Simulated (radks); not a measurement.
Valence configurations of Ru3+ (all share [Kr]). Calculated with a radial shooting solver on a logarithmic mesh with Libxc functionals: scalar-relativistic Kohn-Sham, PBE, spin-polarised, spherical densities, finite nucleus; open shells are filled with parallel spins first (spin-orbit coupling, left out, can overturn this in heavy ions); Fermi nuclear charge, rms radius 4.4809 fm. Energies are relative to 4d5; eigenvalues in eV for spin up.

valence,E (eV),moment (Bohr magnetons),e(4d),e(5p),e(5s)
4d5,0.000,5,-38.901,-,-
4d4.5 5p0.5,8.429,5,-41.268,-23.767,-
4d4 5s1,10.214,5,-42.649,-,-31.568
4d4 5p1,17.495,5,-43.628,-24.876,-
4d3 5s2,24.301,3,-46.233,-,-32.892
4d3 5s1 5p1,29.814,5,-47.360,-26.506,-34.170
4d2 5s2 5p1,46.449,3,-50.952,-27.550,-35.487

NIST lists [Kr] 4d5 as the ground configuration; this level of theory agrees among the configurations tried. The energies are those of spherical high-spin densities, not of single terms.
